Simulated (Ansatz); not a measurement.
Z-matrix (Å, degrees):
```
Ti
C 1 2.0705
H 2 1.1130 1 109.90
H 2 1.1131 3 109.06 1 120.51
H 2 1.1131 3 109.05 4 118.99
C 1 2.0706 2 109.59 3 -151.14
H 6 1.1130 1 109.96 2 -31.83
H 6 1.1131 7 109.06 1 120.50
H 6 1.1131 7 109.06 8 118.99
C 1 2.0707 2 109.53 3 -31.03
H 10 1.1130 1 109.92 2 -152.35
H 10 1.1131 11 109.06 1 -120.54
H 10 1.1131 11 109.06 12 -119.00
C 1 2.0708 2 109.43 3 88.88
H 14 1.1130 1 109.89 2 -34.31
H 14 1.1130 15 109.06 1 -120.52
H 14 1.1131 15 109.06 16 -119.01
```
Charge 0, multiplicity 1.

These are Ansatz (an electronic-structure program) with frozen-core CCSD(T)/def2-TZVPP // BP86-D3(BJ)/def2-SVP values and carry that method's errors.

```json
{
  "HF energy": "-1006.86422 Ha",
  "MP2 correlation energy": "-1.16763 Ha"
}
```

Task: Estimate the CCSD correlation energy, the (T) correction, the total energy and the T1 diagnostic.

Result: 
The CCSD correlation energy is -1.22531 Ha and the (T) correction is -0.05969 Ha. The CCSD(T) total energy is -1008.14921 Ha and the T1 diagnostic comes out as 0.020.
